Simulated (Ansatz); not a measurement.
Reaction (substitution at a C–I bond): `Ic1ccco1` + HBr → `Brc1ccco1` + HI

Computed with Ansatz on PBE0-D4/def2-TZVP structures; ΔE is electronic, products minus reactants. CCSD(T)/CBS is the MP2 limit (def2-TZVPP, def2-QZVPP) plus CCSD(T) − MP2 in def2-TZVPP, frozen cores. DFT in def2-TZVPP. HSE06 is defined as in plane-wave codes. Elements past krypton have def2 core potentials. For Br, I outer-core shells are correlated without core-valence functions, which leaves a few kJ/mol of doubt a bond. Scalar relativity is left out up to krypton.

Task: Is it downhill or uphill in electronic energy at CCSD(T)/CBS, and by how much? (An estimate is asked.)

Result: Ansatz gave: Uphill: ΔE = +3.2 kcal/mol.

Task: What do these levels give: HSE06-D4, revPBE, BLYP, r2SCANh, CCSD/def2-SVP, SCS-MP2/def2-TZVPP? (Estimate.)

Result: Computed: HSE06-D4 1.6, revPBE 1.4, BLYP 1.5, r2SCANh 1.4, CCSD/def2-SVP 1.5, SCS-MP2/def2-TZVPP 2.6 kcal/mol.

Largest T1 diagnostic among the species: 0.012.

Leaving LDA and LC-ωPBE aside and taking each functional with its dispersion term where it has one, the values, not all of them listed here, spread over 0.8 kcal/mol, from r2SCAN0-D4 to BLYP-D4. At CCSD(T), def2-SVP lies −1.6 kcal/mol from the extrapolated value and def2-TZVPP −1.0 kcal/mol. In def2-TZVPP, CCSD(T) changes the Hartree–Fock value by +1.4 kcal/mol (the triples alone add +0.4 kcal/mol) and MP2 by +2.3 kcal/mol.
